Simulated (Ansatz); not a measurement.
Isolated molecules relaxed with PBE0-D4/def2-TZVP in Ansatz; ΔE leaves out vibrations. CBS: MP2 limit from def2 TZ/QZ plus the TZ coupled-cluster correction, frozen cores. DFT in def2-TZVPP. B3LYP here is the variant with VWN-RPA as its local correlation; programs differ in this. HSE06 is defined as in plane-wave codes. For Se outer-core shells are correlated without core-valence functions, which leaves a few kJ/mol of doubt a bond. Scalar relativity is left out up to krypton. One conformer a species, not always the lowest.

Reaction (redistribution): `N=CBO` + `N[SiH2][SeH]` → `N=CBN` + `O[SiH2][SeH]`

Problem. Is it downhill or uphill in electronic energy at CCSD(T)/CBS, and by how much? (Estimate.)

Solution. The calculation gave: Downhill: ΔE = -25.0 kJ/mol.

Problem. What do these levels give: LDA (SPW92), B3LYP-D4, r2SCANh-D4, r2SCAN0-D4, CAM-B3LYP-D4, BLYP, PBE0, B3LYP, HSE06, BHLYP, CCSD(T)/def2-SVP, CCSD/CBS(def2)? (An estimate is asked.)

Solution. Ansatz gave: LDA (SPW92) -21.2, B3LYP-D4 -27.0, r2SCANh-D4 -25.9, r2SCAN0-D4 -25.4, CAM-B3LYP-D4 -25.6, BLYP -29.6, PBE0 -25.1, B3LYP -28.7, HSE06 -25.2, BHLYP -28.2, CCSD(T)/def2-SVP -9.1, CCSD/CBS(def2) -25.8 kJ/mol.

Largest T1 diagnostic among the species: 0.014.

Leaving LDA and LC-ωPBE aside and taking each functional with its dispersion term where it has one, the values, not all of them listed here, spread over 3.9 kJ/mol, from BLYP-D4 to ωB97X-V. LDA lies +4.6 kJ/mol from PBE without D4. In def2-TZVPP, CCSD(T) changes the Hartree–Fock value by +3.9 kJ/mol (the triples alone add +0.9 kJ/mol) and MP2 by +3.6 kJ/mol. At CCSD(T), def2-SVP lies +15.9 kJ/mol from the extrapolated value and def2-TZVPP +0.5 kJ/mol.
